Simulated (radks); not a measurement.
Task: These are the eigenvalues of the occupied orbitals of an atom or ion with whole-number occupations (hartree). All-electron calculation, scalar-relativistic Kohn-Sham, Slater X-alpha with alpha = 0.92, spin-unpolarised, spherical densities, point nucleus. Program: a radial shooting solver on a logarithmic mesh with Libxc functionals.

orbital  eigenvalue
1s        -40.90301
2s         -8.39168

Which element is it, and in what charge state? The configuration may be excited.

Result: Z = 10, neon, charge +7: Ne7+ in [He] 2s1. The 1s level, -40.903 hartree, gives Z - s = 9.0 by -(Z - s)^2/2, which with screening and relativity narrows Z to a few neighbours, and the depths must fix Z and the occupations together.
